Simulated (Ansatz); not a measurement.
One change: `[O]=[Nb]([OH])([OH])[Cl]` becomes `[O]=[Ta]([OH])([OH])[Cl]`.

Ansatz, PBE0-D4/def2-TZVP geometries, multiplicity 1. Each molecule was computed in one conformer, which needn't be the lowest.

Elements past krypton have def2 core potentials.

| property | `[O]=[Nb]([OH])([OH])[Cl]` |
| --- | --- |
| size of the dipole moment (PBE/def2-TZVPP) / D | 2.38 |
| size of the dipole moment (B3LYP/def2-TZVPP) / D | 2.34 |
| HOMO energy (B3LYP/def2-TZVPP) / eV | -8.87 |
| HOMO–LUMO gap (PBE/def2-TZVPP) / eV | 5.24 |
| HOMO–LUMO gap (ωB97M-V/def2-TZVPP) / eV | 11.93 |
| size of the dipole moment (ωB97M-V/def2-TZVPP) / D | 2.37 |

(1) What does the change do to each property? (Best estimate.)

Results:

(1) The calculation gave: 
| property | `[O]=[Ta]([OH])([OH])[Cl]` | shift |
| --- | --- | --- |
| size of the dipole moment (PBE/def2-TZVPP) / D | 4.95 | 2.57 |
| size of the dipole moment (B3LYP/def2-TZVPP) / D | 5.14 | 2.80 |
| HOMO energy (B3LYP/def2-TZVPP) / eV | -8.79 | 0.08 |
| HOMO–LUMO gap (PBE/def2-TZVPP) / eV | 5.24 | 0.00 |
| HOMO–LUMO gap (ωB97M-V/def2-TZVPP) / eV | 12.06 | 0.13 |
| size of the dipole moment (ωB97M-V/def2-TZVPP) / D | 5.20 | 2.83 |

With PBE0 the HOMO rises by 0.08 eV and the LUMO rises by 0.23 eV, so the gap widens by about 0.15 eV. PBE moves the HOMO by 0.18 eV and ωB97M-V by 0.05 eV. Dipoles are sizes alone; their direction can turn.

B3LYP here is the variant with VWN-RPA as its local correlation; programs differ in this.
